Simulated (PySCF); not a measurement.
CH4F3P3Si.
Z-matrix (Å and degrees, GFN2-xTB geometry), rows numbered from 1:
```
F 
C   1  1.3394
F   2  1.3401  1  106.75
F   2  1.3398  1  106.76  3   113.74
P   2  1.8831  1  110.81  3  -125.78
P   5  2.1636  2   95.74  1   137.18
P   5  2.1636  2   95.64  1    75.67
Si  7  2.2721  5   96.89  6   104.33
H   6  1.4044  5   92.74  7   -98.95
H   8  1.4684  7  112.23  5   -34.35
H   8  1.4629  7  104.90  5  -154.31
H   8  1.4608  7  105.78  5    86.34
```

Definitions: NICS(0) = −σiso at the ring centroid; NICS(1) = −σiso and NICS(1)zz = −σzz at ±1 Å along the ring normal z. Level: GIAO PBE0/pcSseg-1 (PySCF, non-relativistic, gas phase) on the GFN2-xTB geometry, one conformer.

Ring bond lengths (Å), with Mayer bond orders in brackets: P5–P6 2.164 (0.98), P6–P7 2.202 (0.91), P7–P5 2.164 (0.96).

Problem. What do the NICS probes read (ppm)?

Solution. 
| ring | type | NICS(0) | NICS(1), two faces | NICS(1)zz, two faces | rms pucker (Å) | centre to ring atoms, mean (Å) |
| --- | --- | --- | --- | --- | --- | --- |
| P5–P6–P7 | 3-membered ring with 3 P; bonds drawn aromatic by RDKit's count | -37.3 | -13.7 / -11.2 | -28.0 / -30.7 | 0.00 | 1.26 |

Problem. What do they say, and how far can they be read as aromaticity?

Solution. 
- P5–P6–P7: mean NICS(1)zz -29.3 ppm, shielded. A hydrogen on P6, outside the ring, lies 1.49 Å from a NICS(1) probe. NICS(0) lies 25 ppm below the mean NICS(1).

Problem. What is the mean of the two in-plane components of NICS at the second NICS(1) probe listed for ring P5–P6–P7, 1 Å off the ring?

Solution. The isotropic value is a third of the trace: (3 × -11.2 − (-30.7))/2 = -1.4 ppm.

Problem. Give the inner angles of the rings and the Hirshfeld charges of the ring atoms.

Solution. 
- P5–P6–P7: P5 61.2° (+0.036 e), P6 59.4° (+0.031 e), P7 59.4° (-0.037 e); sum 180.0° against 180° for a flat convex ring.
